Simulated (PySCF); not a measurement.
Which determinant of SnSe⁺ lies lowest?

Unrestricted PBE0; PySCF, scalar-relativistic core potentials, basis sets Sn aug-cc-pVDZ-PP with ECP28, Se aug-cc-pVDZ-PP with ECP10. Outer shells of the fragments: Sn+ 4d10 5s2 5p1; Se 3d10 4s2 4p4.

Followed along the bond (rough minima from three points):

```
2Ms+1  unpaired  ⟨S²⟩ at the start  R at minimum (Å)  Te (eV)
    2       π ↑               0.76              2.51     0.00
    2       σ ↑               0.76              2.36     0.62
    4     π ↑↑↑               3.76  none in the scan   ≤ 1.87
```

Solutions found at the starting distance of 2.565 Å, counted from the lowest of them; the search is not exhaustive and high or unbound solutions are not listed, so other states can lie among these:

```json
{"2Ms+1": "2", "unpaired": "π ↑", "term": "²Π", "E (eV)": "0.00", "⟨S²⟩": "0.76", "⟨Lz²⟩": "1.02", "μ (D)": "-2.90"}
{"2Ms+1": "2", "unpaired": "σ ↑", "term": "²Σ⁺", "E (eV)": "0.87", "⟨S²⟩": "0.76", "⟨Lz²⟩": "0.00", "μ (D)": "-3.94"}
{"2Ms+1": "4", "unpaired": "π ↑↑↑", "term": "⁴Π", "E (eV)": "2.23", "⟨S²⟩": "3.76", "⟨Lz²⟩": "1.00", "μ (D)": "1.10"}
{"2Ms+1": "4", "unpaired": "σ ↑, π ↑↑", "term": "mixed", "E (eV)": "2.45", "⟨S²⟩": "3.76", "⟨Lz²⟩": "2.01", "μ (D)": "-1.09"}
{"2Ms+1": "2", "unpaired": "π ↑↑↓", "term": "mixed", "E (eV)": "2.68", "⟨S²⟩": "1.76", "⟨Lz²⟩": "3.02", "μ (D)": "1.09"}
{"2Ms+1": "4", "unpaired": "σ ↑, π ↑↑", "term": "mixed", "E (eV)": "2.68", "⟨S²⟩": "3.76", "⟨Lz²⟩": "2.01", "μ (D)": "-1.27"}
{"2Ms+1": "2", "unpaired": "σ ↓, π ↑↑", "term": "mixed", "E (eV)": "2.97", "⟨S²⟩": "1.77", "⟨Lz²⟩": "2.01", "μ (D)": "-0.97"}
{"2Ms+1": "2", "unpaired": "σ ↓, π ↑↑", "term": "mixed", "E (eV)": "3.20", "⟨S²⟩": "1.77", "⟨Lz²⟩": "2.01", "μ (D)": "-1.15"}
{"2Ms+1": "4", "unpaired": "σ ↑, π ↑↑", "term": "⁴Σ⁻", "E (eV)": "4.63", "⟨S²⟩": "3.75", "⟨Lz²⟩": "0.00", "μ (D)": "0.59"}
{"2Ms+1": "4", "unpaired": "σ ↑↑, π ↑", "term": "⁴Π", "E (eV)": "4.78", "⟨S²⟩": "3.75", "⟨Lz²⟩": "1.01", "μ (D)": "-1.16"}
{"2Ms+1": "2", "unpaired": "σ ↓, π ↑↑", "term": "mixed", "E (eV)": "4.90", "⟨S²⟩": "1.76", "⟨Lz²⟩": "0.00", "μ (D)": "0.47"}
```

A term symbol is given only where ⟨S²⟩ and ⟨Lz²⟩ are close to those of a pure state; real π, δ and φ orbitals otherwise mix terms. A positive dipole points towards Se; it is taken about the centre of mass and depends on that origin.

Compare the gap between the two lowest followed solutions at the starting distance with the gap between their minima.

At PBE0 the second solution (doublet, unpaired electrons σ ↑) lies +0.87 eV from the first (doublet, unpaired electrons π ↑) at 2.565 Å and +0.62 eV at the minima; the two curves relax by different amounts, since their minima lie near 2.36 and 2.51 Å.

Spin–orbit coupling is left out. Counting both spins, an empty level lies below a filled one in some of these solutions, because spin and occupation are held.
